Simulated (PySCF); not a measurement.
Species: C7H9F3O.
Z-matrix (Å and degrees, PBE0-D3(BJ)/def2-SVP geometry), rows numbered from 1:
```
F 
C   1  1.3781
C   2  1.4873  1  109.67
C   3  1.5252  2  124.58  1   -52.18
C   4  1.5537  3   89.62  2   139.66
C   5  1.5202  4   89.55  3     0.82
C   6  1.4854  3   59.69  2   110.65
O   7  1.3958  3  117.64  6   103.73
C   8  1.3554  7  114.76  3    97.58
F   9  1.3293  8  107.47  7   170.40
F   9  1.3530  8  111.02  7   -71.88
H   2  1.1000  1  109.06  3   121.37
H   2  1.1038  1  108.14  3  -120.96
H   4  1.1026  3  115.95  2  -100.00
H   4  1.0980  3  111.58  2    25.68
H   5  1.0981  4  112.23  3  -113.48
H   5  1.1024  4  117.01  3   120.01
H   6  1.0929  3  128.37  7  -105.39
H   7  1.1025  3  119.85  6  -111.10
H   9  1.1070  8  112.83  7    48.89
```

Probes without a nucleus sit at each ring's centroid and 1 Å off its mean plane on both sides; NICS is minus the shielding there, NICSzz its component along the normal. Level: GIAO PBE0/pcSseg-1 (PySCF, non-relativistic, gas phase) on the PBE0-D3(BJ)/def2-SVP geometry, one conformer.

Ring bond lengths (Å), with Mayer bond orders in brackets: C3–C4 1.525 (1.00), C4–C5 1.554 (1.02), C5–C6 1.520 (1.02), C6–C3 1.532 (0.85); C3–C6 1.532 (0.85), C6–C7 1.485 (0.93), C7–C3 1.502 (0.90).

Problem. Give the NICS values of each ring in ppm.

Solution. 
```
       ring                                            type  NICS(0)  NICS(1), two faces  NICS(1)zz, two faces  rms pucker (Å)  centre to ring atoms, mean (Å)
C3–C4–C5–C6  4-membered carbocycle; formal bonds all single     -6.6          0.1 / -6.0             4.1 / 0.8            0.01                            1.08
   C3–C6–C7  3-membered carbocycle; formal bonds all single    -38.3         -6.0 / -7.3         -17.4 / -17.5            0.00                            0.87
```

Problem. What can be read from them?

Solution. 
- C3–C4–C5–C6: mean NICS(1)zz 2.5 ppm, near zero. C3, C4, C5, C6 have four or more neighbours, and the NICS criterion for π rings isn't applied. The two faces differ by 3.3 ppm, so no symmetry operation interchanges them.
- C3–C6–C7: mean NICS(1)zz -17.5 ppm, shielded. C3, C6, C7 have four or more neighbours, so the value isn't read as a sign of a π ring current. NICS(0) lies 32 ppm below the mean NICS(1).

Problem. What field does 14.1 T along the ring normal induce along that normal at the second NICS(1) probe listed for ring C3–C4–C5–C6, 1 Å off the ring?

Solution. NICSzz × B0 = 0.8 ppm × 14.1 T = 11 μT, along the applied field.

Problem. List the ring angles and the Hirshfeld charges of the ring atoms.

Solution. 
- C3–C4–C5–C6: C3 90.2° (-0.016 e), C4 89.6° (-0.067 e), C5 89.5° (-0.062 e), C6 90.6° (-0.046 e); sum 360.0° against 360° for a flat convex ring.
- C3–C6–C7: C3 58.6° (-0.016 e), C6 59.7° (-0.046 e), C7 61.7° (+0.027 e); sum 180.0° against 180° for a flat convex ring.

Problem. What are the shieldings of the ring atoms and their hydrogens in the same run (means over atoms taken as equivalent)?

Solution. 
```json
{"atoms": "C3", "environment": "sp3 carbon at a ring junction", "σ isotropic (ppm)": "152.8"}
{"atoms": "C4", "environment": "four-membered-ring carbon", "σ isotropic (ppm)": "162.3"}
{"atoms": "C5", "environment": "four-membered-ring carbon", "σ isotropic (ppm)": "164.1"}
{"atoms": "C6", "environment": "sp3 carbon at a ring junction", "σ isotropic (ppm)": "160.4"}
{"atoms": "C7", "environment": "sp3 carbon bound to oxygen", "σ isotropic (ppm)": "116.6"}
{"atoms": "H14", "environment": "methylene hydrogen", "σ isotropic (ppm)": "30.04"}
{"atoms": "H15", "environment": "methylene hydrogen", "σ isotropic (ppm)": "28.85"}
{"atoms": "H16", "environment": "methylene hydrogen", "σ isotropic (ppm)": "29.18"}
{"atoms": "H17", "environment": "methylene hydrogen", "σ isotropic (ppm)": "29.92"}
{"atoms": "H18", "environment": "methine hydrogen", "σ isotropic (ppm)": "29.40"}
{"atoms": "H19", "environment": "methine hydrogen", "σ isotropic (ppm)": "28.18"}
```

Problem. How do the values depend on the level or the medium?

Solution. 
| level | NICS(0), C3–C4–C5–C6 | mean NICS(1)zz, C3–C4–C5–C6 | NICS(0), C3–C6–C7 | mean NICS(1)zz, C3–C6–C7 |
| --- | --- | --- | --- | --- |
| PBE0/pcSseg-1, gas | -6.6 | 2.5 | -38.3 | -17.5 |
| mPW1PW91/pcSseg-2, gas | -6.7 | 2.1 | -38.6 | -17.7 |

The geometry is the same throughout.

On an AMD EPYC 7B13 with 2 threads, on a shared host, this took 25 s wall, 64 s CPU and 1.8 GiB of memory at its peak. This is the whole shielding run at PBE0/pcSseg-1, SCF included.
